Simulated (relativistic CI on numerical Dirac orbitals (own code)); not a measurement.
## B IV: what numerical and physical settings do to a radial Dirac CI calculation

Reference input:

```
atom B  Z=5  charge=3  electrons=2
nucleus A=11  rms_radius_fm=2.4060
hamiltonian dirac-coulomb  breit=on  qed=on  c_scale=1
orbitals kli  potential=per-configuration
slater_scale 1
correlation none
mixing on
grid step=0.0125 r_max=19.8
scf mixing=0.4 start=green max_iterations=150 tolerance=2e-08 node_fill=0.05
configurations
  1s2
end
```

Computed lowest total energy -21.99097 Ha, 8 SCF steps. Runs with settings changed; * marks those that are bad on purpose (the QED terms keep the true α when c is scaled):

| Changed | Outcome | Lowest level | ΔE (Ha) | First excitation (cm⁻¹) | SCF steps | Message |
| --- | --- | --- | --- | --- | --- | --- |
| grid step 0.04 | converged | 1s2 1S_0 | 3.45e-06 |  | 8 |  |
| SCF mixing 0.1 | converged | 1s2 1S_0 | 1.11e-11 |  | 10 |  |
| nuclear radius 2.6466 fm | converged | 1s2 1S_0 | -4.33e-07 |  | 8 |  |
| node fill of the KLI weights 0.01 | converged | 1s2 1S_0 | 0 |  | 8 |  |
| speed of light × 0.05 * | converged | 1s2 1S_0 | -3.14 |  | 9 |  |
| SCF mixing 2.5 * | converged | 1s2 1S_0 | 1.05e-11 |  | 8 |  |

With so few configurations and no correlation, terms lie too far apart (by 10 to 50 % near neutrality), their order can be wrong, and levels of other configurations are missing.
